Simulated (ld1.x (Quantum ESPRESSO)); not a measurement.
## Before and after: TM semilocal potential for Re

```json
{"Element": "rhenium (Re)", "Generator": "ld1.x (Quantum ESPRESSO) 7.5", "Type": "norm-conserving Troullier–Martins (semilocal form)", "Functional": "LDA (PZ)", "Relativity": "scalar-relativistic", "Frozen core": "[Kr] 4d10 4f14 5s2", "Valence charge": "13", "Reference configuration": "5p6 5d5 6s2 6p0", "Partial waves": "5p (bound): rc 1.80 bohr; 5d (bound): rc 2.40 bohr; 5f channel at -0.1 Ry: rc 2.00 bohr; 6s (bound): rc 2.25 bohr", "Local potential": "the s channel", "Core correction": "Bessel-smoothed model core inside 0.95 bohr"}
```

All-electron outer shells of the reference configuration (LDA (PZ), scalar-relativistic, ld1.x):

```json
{"shell": "5s", "level (eV)": "-85.51", "outermost node (bohr)": "0.52", "outermost maximum (bohr)": "0.93"}
{"shell": "5p", "level (eV)": "-47.21", "outermost node (bohr)": "0.56", "outermost maximum (bohr)": "1.06"}
{"shell": "4f", "level (eV)": "-42.60", "outermost node (bohr)": "–", "outermost maximum (bohr)": "0.41"}
{"shell": "6s", "level (eV)": "-6.16", "outermost node (bohr)": "1.24", "outermost maximum (bohr)": "2.54"}
{"shell": "5d", "level (eV)": "-5.57", "outermost node (bohr)": "0.62", "outermost maximum (bohr)": "1.43"}
{"shell": "6p", "level (eV)": "-1.44", "outermost node (bohr)": "1.48", "outermost maximum (bohr)": "3.61"}
```

Change: wave 5p (bound): rc 1.80 bohr becomes 5p (bound): rc 1.38 bohr.

Cutoffs: the cutoffs (Ry, on a coarse ladder) from which the occupation-weighted sum of valence levels, in a spherical-Bessel basis at the reference potential, stays within 10 and 1 mRy of its value at 400 Ry; they do not see the model core or the augmentation charge, which bear on the density cutoff. Errors are all-electron minus pseudo energies relative to the spin-unpolarised reference configuration.

Task: How do hardness, ghosts and transferability respond?

Result: The potential gets harder (40 Ry and 50 Ry → 90 Ry and 120 Ry); of the 9 tests that both files solve, the error grows in 0 and shrinks in 4 by more than 15 % and 0.3 meV (median size 51.1 → 31.6 meV); neither file shows a bound ghost. A smaller radius makes the pseudo-wave follow the all-electron one further in, where it bends more sharply, so more plane waves are needed. Less of the atom is replaced, so other configurations are described better. A semilocal file is local in each channel, so a ghost entry of none says nothing of the separable form that plane-wave codes build from it.

| quantity | base | changed |
| --- | --- | --- |
| cutoff, loose | 40 Ry | 90 Ry |
| cutoff, tight | 50 Ry | 120 Ry |
| loose cutoff by channel (10 mRy a level) | p 21 Ry, d 25 Ry, s 6 Ry | p 50 Ry, d 25 Ry, s 6 Ry |
| bound ghosts | none | none |
| error for 5p6 5d5 6s1 6p0, meV [ΔE 9.52 eV] | -7.2 | -7.2 |
| error for 5p6 5d5 6s0 6p0, meV [ΔE 26.20 eV] | -31 | -32 |
| error for 5p6 5d4 6s0 6p0, meV [ΔE 53.64 eV] | -9.8 | -10 |
| error for 5p6 5d5 6s0 6p1, meV [ΔE 15.42 eV] | +212 | +31 |
| error for 5p6 5d6 6s0 6p0, meV [ΔE 9.72 eV] | -51 | -53 |
| error for 5p5 5d5 6s2 6p0, meV [ΔE 53.15 eV] | -201 | -165 |
| error for 5p6 5d5 6s1.5 6p0, meV [ΔE 3.90 eV] | -2.3 | -2.3 |
| error for 5p6 5d5 6s2 6p0 (spin-polarised), meV [ΔE -3.11 eV] | +53 | +39 |
| error for 5p6 5d5 6s1 6p0 (spin-polarised), meV [ΔE 5.05 eV] | +99 | +82 |
| s: phases at 2.59 bohr within 0.05 rad from the reference energy up to (Ry; the scan ends near 5) | 2.3 | 2.3 |
| p: phases at 2.59 bohr within 0.05 rad from the reference energy up to (Ry; the scan ends near 5) | -0.2 | 0.5 |
| d: phases at 2.59 bohr within 0.05 rad from the reference energy up to (Ry; the scan ends near 5) | 2.6 | 2.6 |
| f: phases at 2.59 bohr within 0.05 rad from the reference energy up to (Ry; the scan ends near 5) | n/a | n/a |
